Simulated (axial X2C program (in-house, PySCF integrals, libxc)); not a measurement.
## Spin–orbit effects along a row: molecules with Te, PBE0

Calculated with an axial X2C code built on PySCF integrals, spin-free (one-electron X2C) or two-component (2c: spin–orbit coupling with atomic mean-field Coulomb and Gaunt terms, which also bring small scalar terms), in Dyall basis sets with cores contracted in-house; open shells are unrestricted.

Basis sets: I dyall-cv3z, Rb dyall-cv3z, Ru dyall-cv3z, Sn dyall-cv3z, Te dyall-cv3z, Zr dyall-cv3z.

| molecule | spin-free state | Re (Å) | ωe (cm⁻¹) | De (eV) | 2c state | Re 2c (Å) | ωe 2c (cm⁻¹) | De 2c (eV) |
| --- | --- | --- | --- | --- | --- | --- | --- | --- |
| RbTe | M_S = 1/2, Λ = 1 | 3.287 | 125.5 | 2.25 | Ω = 3/2 | 3.291 | 124.6 | 2.20 |
| ZrTe | M_S = 1, Λ = 2 | 2.533 | 293.6 | 4.27 | Ω = 1 | 2.536 | 291.2 | n/a |
| RuTe | M_S = 2, Λ = 2 | 2.407 | 280.8 | 2.95 | Ω = 4 | 2.411 | 277.8 | n/a |
| SnTe | M_S = 0, Λ = 0 | 2.521 | 267.2 | 4.02 | Ω = 0 | 2.525 | 264.1 | n/a |
| TeI | M_S = 1/2, Λ = 1 | 2.645 | 224.1 | 2.20 | Ω = 3/2 | 2.656 | 217.9 | 1.98 |

Q: Work out the shifts from the spin-free to the two-component result.

A: 

| molecule | 2c state | ΔRe (Å) | Δωe (cm⁻¹) | ΔDe (eV) |
| --- | --- | --- | --- | --- |
| RbTe | Ω = 3/2 | 0.004 | -0.9 | -0.05 |
| ZrTe | Ω = 1 | 0.003 | -2.4 | n/a |
| RuTe | Ω = 4 | 0.004 | -3.0 | n/a |
| SnTe | Ω = 0 | 0.004 | -3.1 | n/a |
| TeI | Ω = 3/2 | 0.011 | -6.2 | -0.22 |

Shifts of one unit in the last digit are rounding.

Each entry is the lowest single determinant of a limited PBE0 search at one distance. De goes to single-determinant-based atoms at the same level (for ions the charge split of lowest energy) and is withheld (n/a) where an atom does not fit its ground term or J level. Main or longest-lived isotopes. One determinant is a doubtful description, or other states lie close, for RbTe, ZrTe, RuTe; these need not be ground states, and all values refer to the states named. Some open-shell Ω = 0 determinants are out of reach, so the Ω given for RuTe need not be the lowest component. With several unpaired electrons the Ω given is that of one determinant, not necessarily of the lowest component. The functionals have no current term, which raises determinants with orbital currents.
